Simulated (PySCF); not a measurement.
Calculation: PBE-D3(BJ)/def2-TZVP // PBE-D3(BJ)/def2-SVP run with PySCF. All species are isolated molecules in the gas phase. 

Reference species: [Ti(F)4] (neutral, multiplicity 1).

```json
{
 "charge on the central atom (Mulliken)": "1.48 e",
 "HOMO–LUMO gap": "6.33 eV",
 "mean_distance_from_the_central_atom_to_its_bonded_neighbours": "1.744 Å",
 "coordination_number": "4"
}
```

Changed species: [W(=O)(F)4] (M = W, oxo; the reference has M = Ti).

Question: Predict the effect on the charge on the central atom (Mulliken), HOMO–LUMO gap, mean distance from the central atom to its bonded neighbours and coordination number.

Answer: the charge on the central atom (Mulliken) increases by 0.05 e, to 1.53 e; the HOMO–LUMO gap drops by 1.47 eV, to 4.86 eV; the mean distance from the central atom to its bonded neighbours rises by 0.092 Å, to 1.836 Å; the coordination number rises by 1, to 5.
